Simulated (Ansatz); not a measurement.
The cluster K2Se⁻ (the lowest doublet isomer of a short search), 3 atoms. Hardware: 4 threads of Arm Neoverse V1 on a shared host.

Correlated methods freeze 19 core orbitals; core or outer-core shells of K, Se are correlated, in sets that lack core-valence functions.

**Question.** How many basis functions does each of these Ansatz runs have, and roughly what does it cost? PBE-D4/def2-TZVPD, charge 0 singlet at the geometry of the charge -1 doublet, energy, from earlier orbitals; RPA@PBE/def2-TZVPD, charge -1 doublet, energy, from earlier orbitals; CCSD(T)/def2-TZVPPD, charge -1 quartet, energy, from earlier orbitals; PBE0-D4/def2-TZVPD, charge 0 singlet at the geometry of the charge -1 doublet, energy; r2SCAN-D4/def2-TZVPD, charge -1 doublet, relaxation, 5 steps; PBE0-D4/def2-TZVPD, charge 0 triplet at the geometry of the charge -1 doublet, energy; ωB97X-V/def2-TZVPD, charge -1 doublet, energy, from earlier orbitals; B2PLYP/def2-TZVPD, charge -1 doublet, energy, from earlier orbitals; r2SCAN0-D4/def2-TZVPD, charge -1 quartet, energy, from earlier orbitals; r2SCAN-D4/def2-TZVPD, charge 0 singlet at the geometry of the charge -1 doublet, energy, from earlier orbitals; BLYP-D4/def2-TZVPD, charge -1 doublet, energy, from earlier orbitals; CCSD(T)/def2-TZVPPD, charge 0 singlet at the geometry of the charge -1 doublet, energy, from earlier orbitals.

**Answer.** Other jobs shared the machine, so times can vary by a factor of up to 3. A dash marks memory too small to be measured apart from the calling script's.

```json
{"run": "PBE-D4/def2-TZVPD, charge 0 singlet at the geometry of the charge -1 doublet, energy, from earlier orbitals", "functions": "129", "fitting or Cholesky vectors": "1083", "wall time": "1.8 s", "peak host memory (GiB)": "–"}
{"run": "PBE0-D4/def2-TZVPD, charge 0 singlet at the geometry of the charge -1 doublet, energy", "functions": "129", "fitting or Cholesky vectors": "1203", "wall time": "2.3 s", "peak host memory (GiB)": "–"}
{"run": "r2SCAN-D4/def2-TZVPD, charge 0 singlet at the geometry of the charge -1 doublet, energy, from earlier orbitals", "functions": "129", "fitting or Cholesky vectors": "1083", "wall time": "3.9 s", "peak host memory (GiB)": "–"}
{"run": "CCSD(T)/def2-TZVPPD, charge 0 singlet at the geometry of the charge -1 doublet, energy, from earlier orbitals", "functions": "129", "fitting or Cholesky vectors": "1032", "wall time": "4.2 s", "peak host memory (GiB)": "–"}
{"run": "BLYP-D4/def2-TZVPD, charge -1 doublet, energy, from earlier orbitals", "functions": "129", "fitting or Cholesky vectors": "1083", "wall time": "4.3 s", "peak host memory (GiB)": "–"}
{"run": "RPA@PBE/def2-TZVPD, charge -1 doublet, energy, from earlier orbitals", "functions": "129", "fitting or Cholesky vectors": "1032", "wall time": "4.6 s", "peak host memory (GiB)": "–"}
{"run": "PBE0-D4/def2-TZVPD, charge 0 triplet at the geometry of the charge -1 doublet, energy", "functions": "129", "fitting or Cholesky vectors": "1032", "wall time": "8 s", "peak host memory (GiB)": "–"}
{"run": "B2PLYP/def2-TZVPD, charge -1 doublet, energy, from earlier orbitals", "functions": "129", "fitting or Cholesky vectors": "1032", "wall time": "9 s", "peak host memory (GiB)": "–"}
{"run": "CCSD(T)/def2-TZVPPD, charge -1 quartet, energy, from earlier orbitals", "functions": "129", "fitting or Cholesky vectors": "1032", "wall time": "17 s", "peak host memory (GiB)": "1.2"}
{"run": "r2SCAN0-D4/def2-TZVPD, charge -1 quartet, energy, from earlier orbitals", "functions": "129", "fitting or Cholesky vectors": "1032", "wall time": "21 s", "peak host memory (GiB)": "0.57"}
{"run": "r2SCAN-D4/def2-TZVPD, charge -1 doublet, relaxation, 5 steps", "functions": "129", "fitting or Cholesky vectors": "1083", "wall time": "25 s", "peak host memory (GiB)": "–"}
{"run": "ωB97X-V/def2-TZVPD, charge -1 doublet, energy, from earlier orbitals", "functions": "129", "fitting or Cholesky vectors": "1032", "wall time": "33 s", "peak host memory (GiB)": "0.77"}
```
